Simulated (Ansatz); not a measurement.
Abridged output of a molecular run in Ansatz:

```
Functional definition: HF
  name "HF"
  cite "Fock, Z. Phys. 61, 126 (1930) doi:10.1007/BF01340294"
  parent pbe
  exchange = exact_x
  correlation = 0
1680 factors; integrals over basis functions are off by at most 8.0e-4 eV
mean field evaluation 1: about -14425.3703 eV, gradient 3.6e1 eV
mean field evaluation 2: about -14425.6491 eV, gradient 3.6e1 eV
mean field evaluation 4: about -14429.3354 eV, gradient 4.7e0 eV
mean field evaluation 8: about -14429.4118 eV, gradient 3.5e-1 eV
mean field -14429.41280532 eV, -530.2711399882 hartree, gradient 8.6e-6 eV, S^2 0.000000; 0 other end points of the search recorded, 0 dependent functions left out
10 core orbitals not correlated: weight in the atoms' cores, before any rotation towards them, 1.000 or more for the frozen orbitals, at most 0.000 for the correlated occupied ones
reference -14429.41280532 eV, -530.2711399882 hartree; 16, 16 occupied and 255, 255 virtual orbitals, 1680 factors
second order -25.36442857 eV of doubles, -0.00000000 eV of singles
cycle   1  -25.78153496 eV  change   -4.2e-1 eV  update   1.2e-1
cycle   2  -26.45821991 eV  change   -6.8e-1 eV  update   3.7e-2
cycle   3  -26.62495614 eV  change   -1.7e-1 eV  update   2.0e-2
cycle   4  -26.61306466 eV  change    1.2e-2 eV  update   5.2e-3
cycle   5  -26.61045713 eV  change    2.6e-3 eV  update   2.5e-3
cycle   6  -26.61185711 eV  change   -1.4e-3 eV  update   7.7e-4
cycle   7  -26.61182795 eV  change    2.9e-5 eV  update   3.2e-4
cycle   8  -26.61175123 eV  change    7.7e-5 eV  update   1.2e-4
cycle   9  -26.61181832 eV  change   -6.7e-5 eV  update   4.9e-5
cycle  10  -26.61184574 eV  change   -2.7e-5 eV  update   1.9e-5
perturbative correction -1.12996675 eV, -0.0415255121 hartree
Total energy: -14457.15461781 eV, -531.2906327932 hartree
```

Its atoms:

```xyz
12

C    -0.593   -0.510   -2.244
C    -0.341   -0.317   -0.986
C    -0.089   -0.126    0.285
Si    1.107    1.220    0.806
B    -0.810   -1.040    1.296
F    -0.575   -0.872    2.592
H     0.003   -1.200   -2.831
H    -1.405    0.014   -2.735
H     1.622    1.910   -0.404
H     0.415    2.199    1.684
H     2.239    0.624    1.561
H    -1.575   -1.903    0.976
```

Problem. Which basis set was used?
A. def2-QZVPP
B. def2-SVPD
C. def2-TZVPP
D. cc-pV(Q+d)Z

Solution. C. It gives 281 functions.

Problem. Write the keys of the input that set method, charge and spin (a neutral closed shell needs none for the last two).

Solution. 
```yaml
correlation: {method: ccsd_t}
```
